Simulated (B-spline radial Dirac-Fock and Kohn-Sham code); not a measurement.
Dipole and non-dipole photoemission parameters of Si 2p3/2

System: atomic silicon in the configuration [Ne] 3s2 3p2; threshold 99.20 eV (tabulated edge). Model: Dirac-Hartree-Slater photoionisation with a Latter tail; cross sections with all multipoles, angular parameters from the dipole term and its interference with E2. Program: a B-spline atomic structure program.

Input of the calculation (task.json; shells as n, l, electrons):

```json
{"items": [{
  "Z": 14,
  "q": 0,
  "cfg": [[1, 0, 2], [2, 0, 2], [2, 1, 6], [3, 0, 2], [3, 1, 2]],
  "A": 28,
  "rrms": 3.1224,
  "do": "xps",
  "hv": [60, 92.5, 149.0, 150, 154.0, 196.0, 221.0, 329.0, 330.0, 368.0, 530.0, 623.0, 693.0, 928.0, 1060.0, 1090.0, 1260.0, 1486.9, 2760.0, 2984.4, 3310.0, 3430.0, 3920.0, 4000, 5414.7, 5680.0, 6290.0, 9251.7, 12000, 13500.0],
  "edges": {"K": 1839.0, "L1": 149.7, "L2": 99.8, "L3": 99.2}
}]}
```

Command: `python xray2_run.py task.json out`

For linearly polarised light dσ/dΩ = σ/(4π) [1 + β P₂(cos θ) + (δ + γ cos²θ) sin θ cos φ], with θ from the polarisation vector and φ the angle between the beam and the projection of the electron momentum on the plane normal to the polarisation.

```
hν (eV)   σ (kb)      β       γ      δ
    149     2760  1.148  -0.008  0.011
    150     2740  1.157  -0.007  0.011
    154     2650  1.189  -0.003  0.011
    196     1760  1.382   0.034  0.012
    221     1380  1.432   0.056  0.012
    329      551  1.489   0.145  0.016
    330      547  1.489   0.146  0.016
    368      416  1.485   0.174  0.017
    530      159  1.425   0.273  0.022
    623      102  1.381   0.319  0.025
    693     75.3  1.347   0.350  0.028
    928     31.9  1.239   0.437  0.038
   1060     21.2  1.183   0.475  0.043
   1090     19.5  1.171   0.484  0.044
   1260     12.4  1.106   0.525  0.052
 1486.9     7.29  1.029   0.572  0.062
   2760    0.920  0.733   0.728  0.115
 2984.4        ?      ?       ?      ?
   3310    0.488  0.650   0.768  0.136
   3430    0.431  0.635   0.775  0.141
   3920    0.268  0.578   0.804  0.158
   4000    0.250  0.569   0.808  0.161
 5414.7   0.0835  0.452   0.873  0.207
   5680   0.0701  0.435   0.884  0.215
   6290   0.0481  0.400   0.908  0.232
 9251.7   0.0113  0.280   1.004  0.308
  12000  0.00416  0.207   1.069  0.368
  13500  0.00263  0.175   1.099  0.398
```

Question: Give the values at Ag Lα (2984.4 eV).

Answer: σ = 0.702 kb, β = 0.697, γ = 0.745, δ = 0.124.
